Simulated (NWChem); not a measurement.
Species: C₃H₃ cation

```xyz
6

C      0.0000     0.0000    -1.3389
C      0.0000     0.0000    -0.1036
C      0.0000     0.0000     1.2444
H      0.0000     0.0000    -2.4262
H      0.0000     0.9468     1.8076
H      0.0000    -0.9468     1.8076
```
Atoms are numbered in this order, from 1.

Coordinates come from a PBE0/def2-SVP optimisation. B3LYP is NWChem's, with the RPA form of VWN correlation.

Symmetry labels are those of C2v in the frame above (b1 and b2, or b-type labels, depend on it).

Question: List the 6 lowest vertical singlet excitations from B3LYP/aug-cc-pVDZ, TDA (NWChem).

Answer: 
| state | energy (eV) | oscillator strength | symmetry | leading excitation (squared amplitude) |
|---|---|---|---|---|
| S1 | 2.23 | 0.000 | a2 | HOMO → LUMO (1.00) |
| S2 | 5.73 | 0.132 | a1 | HOMO−1 → LUMO (0.70) |
| S3 | 6.96 | 0.000 | a2 | HOMO−2 → LUMO (0.99) |
| S4 | 7.80 | 0.011 | b1 | HOMO−3 → LUMO (0.99) |
| S5 | 8.15 | 0.000 | a2 | HOMO−1 → LUMO+1 (0.87) |
| S6 | 8.41 | 0.000 | a2 | HOMO → LUMO+2 (0.87) |
